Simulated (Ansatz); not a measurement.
The cluster NbO₂⁻, relaxed as a singlet with RKS r2SCAN-D4/def2-TZVPD in Ansatz, starting from the GFN1-xTB geometry. Force threshold 0.02 eV/Å.

In the def2 sets Nb takes a core potential; there is no spin–orbit coupling. The structure holds 1 bond(s) between oxygen atoms. The restricted singlet is unstable towards broken spin symmetry in Hartree–Fock (as tested in another run); at r2SCAN-D4/def2-TZVPD this wasn't settled. The highest occupied level of the charge -1 singlet lies above zero (up to 1.55 eV). The electron is either unbound and held by the finite basis, or the level is raised by self-interaction error. The relaxation made no stability test and no search for a lower SCF solution. No other spin state of charge -1 was run. Another isomer (singlet) lies 6.23 eV lower at PBE0-D4/def2-TZVPD; other spin states weren't run for this one.

Start:

```
atom   x (Å)   y (Å)   z (Å)
 Nb1   0.612  -0.871  -0.479
  O2   0.067   0.387   0.804
  O3  -0.679   0.484  -0.325
```

| step | energy (eV) | largest force component (eV/Å) | SCF passes |
| --- | --- | --- | --- |
| 1 | -5641.3305 | 2.498 | 25 |
| 2 | -5641.4595 | 1.161 | 23 |
| 3 | -5641.4988 | 0.150 | 24 |
| 4 | -5641.4996 | 0.034 | 24 |
| 5 | -5641.4996 | 0.025 | 25 |
| 6 | -5641.4996 | 0.000 | 26 |

Force components are those of the run's own axes.

End:

```xyz
3

Nb    0.621   -0.883   -0.486
O     0.088    0.390    0.847
O    -0.709    0.493   -0.361
```

By distances, no bond broke or formed. The bond that changes most is O2–O3, from 1.36 to 1.45 Å (atoms count from 1).

No frequencies were taken in this run, so the end may be a saddle point.

Hardware: 4 threads of Arm Neoverse V2 on a shared host. Wall time 6 s.
